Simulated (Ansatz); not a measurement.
The cluster Ta4⁻. Charge -1, multiplicity 2. Geometry PBE-D4/def2-SVP, that of the neutral singlet; atoms count from 1.

```xyz
4

Ta   -0.081   -0.743    1.382
Ta   -0.867   -0.770   -1.060
Ta    1.495    0.049   -0.482
Ta   -0.547    1.465    0.160
```

In the def2 sets Ta takes a core potential; there is no spin–orbit coupling. The charge -1 doublet is spin-contaminated (final ⟨S²⟩ up to 1.49, 0.75 for a pure state). The highest occupied level of the charge -1 doublet lies above zero (up to 0.14 eV). By energy differences its removal costs 0.84 eV (vertical, to the charge 0 singlet, at PBE-D4/def2-TZVPD). The structure comes from a short search, and lower isomers may exist.

Estimate the Mulliken populations from the PBE0/def2-TZVPD orbitals of Ansatz.


```csv
atom,charge (e),spin (α − β),d electrons
Ta1,-0.15,-0.75,3.62
Ta2,-0.35,1.25,3.64
Ta3,-0.35,1.25,3.64
Ta4,-0.15,-0.75,3.62
```
Mulliken values and Mayer orders depend strongly on the basis. With diffuse functions, as here, like atoms can get unlike values, and bond orders can come out too low or too high.

Where does the spin sit?

Summed by element: Ta 1.00, of 1 unpaired in all. Largest on single atoms: Ta2 1.25, Ta3 1.25, Ta4 -0.75.

And the Mayer bond orders between bonded heavy atoms (over 0.3)?

Ta1–Ta2 1.94 (2.57 Å); Ta1–Ta3 1.94 (2.57 Å); Ta1–Ta4 2.21 (2.57 Å); Ta2–Ta3 2.03 (2.57 Å); Ta2–Ta4 1.94 (2.57 Å); Ta3–Ta4 1.94 (2.57 Å).
